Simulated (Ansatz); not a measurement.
Potential energy curve for Al2(mu-Me)2(Me)4, C₆H₁₈Al₂, singlet. The C7–H26 bond (C7 also carries Al, H, H; H26 carries nothing else) is varied alone, starting from the PBE0/def2-SVP optimised geometry.

Levels of theory: RKS-PBE = Ansatz (a quantum-chemistry and plane-wave program) with restricted PBE/def2-SVP; UKS-PBE = unrestricted PBE/def2-SVP (Ansatz); UKS-B3LYP = unrestricted B3LYP/def2-SVP (Ansatz); UKS-PBE0 = unrestricted PBE0/def2-SVP in Ansatz.

Energies relative to the lowest point of each curve near equilibrium, in eV; the last columns give the difference from UKS-PBE0:

| R / Å | RKS-PBE | UKS-PBE | UKS-B3LYP | UKS-PBE0 | RKS-PBE − UKS-PBE0 | UKS-PBE − UKS-PBE0 | UKS-B3LYP − UKS-PBE0 |
|---|---|---|---|---|---|---|---|
| 0.91 | 0.956 | 0.956 | 0.905 | 0.915 | 0.041 | 0.041 | -0.010 |
| 0.98 | 0.347 | 0.347 | 0.317 | 0.319 | 0.028 | 0.028 | -0.003 |
| 1.03 | 0.118 | 0.118 | 0.101 | 0.101 | 0.017 | 0.017 | 0.000 |
| 1.07 | 0.026 | 0.026 | 0.019 | 0.019 | 0.007 | 0.007 | 0.000 |
| 1.10 | 0.000 | 0.000 | 0.000 | 0.000 | 0.000 | 0.000 | 0.000 |
| 1.14 | 0.011 | 0.011 | 0.020 | 0.022 | -0.010 | -0.010 | -0.001 |
| 1.17 | 0.048 | 0.048 | 0.063 | 0.067 | -0.019 | -0.019 | -0.003 |
| 1.25 | 0.235 | 0.235 | 0.266 | 0.276 | -0.041 | -0.041 | -0.010 |
| 1.35 | 0.585 | 0.585 | 0.635 | 0.657 | -0.072 | -0.072 | -0.022 |
| 1.44 | 0.958 | 0.958 | 1.023 | 1.059 | -0.101 | -0.101 | -0.036 |
| 1.62 | 1.748 | 1.748 | 1.843 | 1.911 | -0.163 | -0.163 | -0.068 |
| 1.79 | 2.462 | 2.462 | 2.586 | 2.686 | -0.225 | -0.225 | -0.100 |
| 2.06 | 3.439 | 3.439 | 3.613 | 3.755 | -0.316 | -0.316 | -0.142 |
| 2.33 | 4.206 | 4.172 | 4.260 | 4.356 | -0.151 | -0.184 | -0.096 |
| 2.73 | 5.010 | 4.634 | 4.666 | 4.702 | 0.308 | -0.069 | -0.036 |
| 3.21 | 5.605 | 4.788 | 4.814 | 4.816 | 0.790 | -0.028 | -0.001 |

RKS-PBE is furthest from UKS-PBE0 at 3.21 (0.790 eV, above); its mean absolute difference over the points is 0.143 eV.

UKS-PBE is furthest from UKS-PBE0 at 2.06 (-0.316 eV, below); its mean absolute difference over the points is 0.083 eV.

UKS-B3LYP is furthest from UKS-PBE0 at 2.06 (-0.142 eV, below); its mean absolute difference over the points is 0.033 eV.

The restricted form behind RKS-PBE keeps the bonding electrons paired and can't separate into open-shell fragments. The unrestricted solution behind UKS-PBE changes between 2.33 and 2.73 Å, which can leave a kink. The unrestricted determinant behind UKS-PBE is spin-contaminated at 2.33 to 3.21 Å (<S²> up to 1.0, against 0.00 for a pure singlet). The unrestricted determinant behind UKS-B3LYP, UKS-PBE0 is spin-contaminated at 2.06 to 3.21 Å (<S²> up to 1.0, against 0.00 for a pure singlet).
